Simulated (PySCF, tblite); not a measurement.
Compound: C₇H₈O.
Numbering: `[cH:1]1[cH:2][c:3]([CH:4]2[CH2:5][CH2:6]2)[cH:7][o:8]1` (hydrogens: H9 on C1; H10 on C2; H11 on C4; H12, H13 on C5; H14, H15 on C6; H16 on C7)

Computed with GFN2-xTB (tblite), gas phase: Langevin dynamics at 600 K from the optimised GFN2-xTB geometry, time step 0.5 fs, friction 0.01 fs⁻¹, 2000 steps. Over the second half of the run the saved frames average 596 K.

Frame at 250 fs, instantaneous temperature 676 K:
```
atom  x, y, z in Å
C1      1.781    0.486   -0.508
C2      0.400    0.628   -0.360
C3     -0.117   -0.580    0.093
C4     -1.452   -0.943    0.662
C5     -2.722   -0.104    0.413
C6     -2.067   -0.009    1.790
C7      0.956   -1.477   -0.019
O8      2.094   -0.787   -0.321
H9      2.477    1.157   -0.953
H10    -0.104    1.663   -0.340
H11    -1.622   -1.962    0.909
H12    -3.651   -0.524    0.383
H13    -2.483    0.666   -0.332
H14    -1.730    0.920    2.156
H15    -2.582   -0.670    2.448
H16     0.960   -2.516    0.477
```

Frame at 425 fs, instantaneous temperature 607 K:
```
atom  x, y, z in Å
C1      1.335    0.170    0.626
C2      0.044    0.648    0.890
C3     -0.837   -0.301    0.482
C4     -2.301   -0.522    0.565
C5     -3.160   -0.058    1.741
C6     -2.895   -1.488    1.633
C7     -0.063   -1.289   -0.128
O8      1.236   -1.048    0.079
H9      2.333    0.487    0.853
H10    -0.272    1.653    1.093
H11    -2.740   -0.601   -0.390
H12    -4.118    0.351    1.513
H13    -2.639    0.468    2.542
H14    -2.042   -2.026    2.170
H15    -3.721   -2.201    1.463
H16    -0.303   -2.310   -0.337
```

Frame at 625 fs, instantaneous temperature 634 K:
```
atom  x, y, z in Å
C1      1.386    0.407    1.219
C2      0.094    0.872    1.054
C3     -0.703   -0.265    0.670
C4     -2.095   -0.165    0.252
C5     -3.123   -0.667    1.247
C6     -2.931   -1.371   -0.010
C7      0.145   -1.296    0.452
O8      1.508   -0.856    0.774
H9      2.337    0.955    1.395
H10    -0.397    1.759    1.284
H11    -2.496    0.743   -0.174
H12    -4.122   -0.117    1.301
H13    -2.788   -0.953    2.191
H14    -2.447   -2.271    0.074
H15    -3.840   -1.308   -0.607
H16     0.143   -2.326    0.020
```

Frame at 800 fs, instantaneous temperature 687 K:
```
atom  x, y, z in Å
C1      1.588    0.488    1.861
C2      0.347    0.960    1.705
C3     -0.360   -0.123    1.119
C4     -1.813   -0.126    0.782
C5     -2.881   -0.425    1.929
C6     -2.939   -1.366    0.693
C7      0.507   -1.202    1.105
O8      1.746   -0.797    1.469
H9      2.587    0.952    1.931
H10    -0.084    2.002    1.754
H11    -1.904    0.677    0.149
H12    -3.624    0.349    2.145
H13    -2.627   -0.948    2.809
H14    -2.474   -2.359    0.695
H15    -3.704   -1.101    0.019
H16     0.163   -2.176    0.877
```

Frame at 1000 fs, instantaneous temperature 692 K:
```
atom  x, y, z in Å
C1      1.110    1.433    2.701
C2     -0.134    1.450    2.212
C3     -0.135    0.407    1.224
C4     -1.389    0.118    0.455
C5     -2.698   -0.226    1.233
C6     -1.955   -1.272    0.474
C7      1.136   -0.061    1.108
O8      1.885    0.537    2.034
H9      1.724    2.028    3.378
H10    -0.847    2.183    2.402
H11    -1.518    0.469   -0.528
H12    -3.583    0.187    0.839
H13    -2.641   -0.131    2.285
H14    -1.378   -1.951    0.992
H15    -2.399   -1.631   -0.466
H16     1.456   -0.742    0.327
```

**Question.** What do single points at PBE0/pcSseg-1 (PySCF, gas phase) give on these frames?

**Answer.** 
| t (fs) | GFN2-xTB E above start (eV) | DFT E above lowest frame (eV) | HOMO (eV) | LUMO (eV) | dipole (D) |
| --- | --- | --- | --- | --- | --- |
| 250 | 0.97 | 0.31 | -6.27 | 0.05 | 1.14 |
| 425 | 0.84 | 0.16 | -6.24 | -0.08 | 0.78 |
| 625 | 0.98 | 0.25 | -6.50 | 0.03 | 1.30 |
| 800 | 1.46 | 0.78 | -6.33 | 0.29 | 1.24 |
| 1000 | 0.69 | 0.00 | -6.59 | 0.33 | 0.81 |

The two levels order the frames alike by energy but for pairs within 0.08 eV at one level; measured from each level's lowest frame they differ by 0.04 eV at most. The HOMO–LUMO gap runs from 6.16 to 6.92 eV. These are instantaneous structures, not minima.

**Question.** And the isotropic GIAO shieldings (ppm) from the same runs?

**Answer.** 
| atom | 250 fs | 425 fs | 625 fs | 800 fs | 1000 fs | mean | range |
| --- | --- | --- | --- | --- | --- | --- | --- |
| C1 | 36.3 | 36.1 | 31.5 | 41.3 | 38.3 | 36.7 | 9.8 |
| C2 | 68.3 | 73.2 | 65.5 | 68.5 | 66.9 | 68.5 | 7.7 |
| C3 | 41.4 | 46.7 | 51.7 | 41.8 | 48.6 | 46.0 | 10.3 |
| C4 | 170.2 | 183.2 | 185.5 | 171.6 | 182.7 | 178.6 | 15.3 |
| C5 | 175.2 | 179.5 | 170.6 | 162.7 | 182.3 | 174.1 | 19.6 |
| C6 | 175.5 | 166.3 | 184.2 | 172.5 | 175.0 | 174.7 | 17.9 |
| C7 | 32.5 | 30.5 | 26.7 | 39.1 | 42.0 | 34.2 | 15.3 |
| O8 | 20.5 | -0.4 | -7.4 | 40.7 | 37.7 | 18.2 | 48.1 |
| H9 | 24.1 | 24.0 | 23.4 | 24.2 | 24.1 | 24.0 | 0.8 |
| H10 | 24.4 | 25.1 | 25.5 | 24.0 | 25.4 | 24.9 | 1.5 |
| H11 | 30.4 | 30.3 | 30.1 | 31.0 | 31.0 | 30.6 | 0.9 |
| H12 | 31.9 | 30.9 | 29.9 | 29.7 | 31.8 | 30.8 | 2.2 |
| H13 | 30.4 | 30.2 | 32.0 | 31.3 | 31.8 | 31.1 | 1.8 |
| H14 | 31.2 | 29.8 | 32.2 | 29.6 | 32.3 | 31.0 | 2.7 |
| H15 | 32.0 | 29.7 | 30.5 | 31.2 | 30.5 | 30.8 | 2.3 |
| H16 | 22.6 | 24.1 | 23.1 | 24.1 | 23.4 | 23.5 | 1.5 |

The cost below is that of the whole dynamics run. On one thread, Arm Neoverse V2 (aarch64), no GPU, on a shared host, this took 8.2 s and 0.18 GiB of memory at its peak.
